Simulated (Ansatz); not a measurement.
`CNBO` + HCl → `CNBCl` + H₂O at 400 K and 1 bar (ligand exchange at a B–O bond).

Computed with Ansatz on PBE0-D4/def2-TZVP structures; ΔE is electronic, products minus reactants. CCSD(T)/CBS is the MP2 limit (def2-TZVPP, def2-QZVPP) plus CCSD(T) − MP2 in def2-TZVPP, frozen cores. This one scheme is used for every species. Each species was taken in one conformer, which may not be the lowest.

```tsv
species	CCSD(T)/CBS energy (Eh)	H − E (kJ/mol)	S (J/(mol·K))
`CNBO`	-196.42143	244.4	322.1
HCl	-460.38127	29.6	195.4
`CNBCl`	-580.41629	208.2	327.5
H₂O	-76.37941	69.8	198.6
```

H − E and S are ideal-gas, rigid-rotor, harmonic terms from PBE0-D4/def2-TZVP, for one conformer and one mirror image of each species. 1 Eh = 2625.50 kJ/mol, R = 8.31446 J/(mol·K).

Task: By hand: ΔE, ΔH, ΔS and ΔG.

Result: ΔE = (-580.41629) + (-76.37941) − (-196.42143) − (-460.38127) = 0.00700 Eh = 18.4 kJ/mol. Δ(H − E) = 208.2 + 69.8 − 244.4 − 29.6 = 4.0, so ΔH = 22.4 kJ/mol. ΔS = 327.5 + 198.6 − 322.1 − 195.4 = 8.6 J/(mol·K). ΔG = 22.4 − 400 × (8.6)/1000 = 19.0 kJ/mol.

Task: By hand: the equilibrium constant, and the temperature at which ΔG would vanish if ΔH and ΔS stayed fixed.

Result: log₁₀ K = −ΔG/(RT ln 10) = -2.5. ΔG = 0 at ΔH/ΔS = 2605 K, far beyond where these terms or the molecules hold.

The number of gas molecules stays the same, so ΔS is small and ΔH decides. A doubt of 5 kJ/mol in ΔE shifts log₁₀ K by 0.7 here. Other conformers and mirror images would add mixing entropy, several J/(mol·K) or more a flexible species. These are equilibria of isolated gas molecules and say nothing of rates. Largest T1 diagnostic: 0.012 (customary marks: 0.02 for closed shells, 0.045 for open ones).
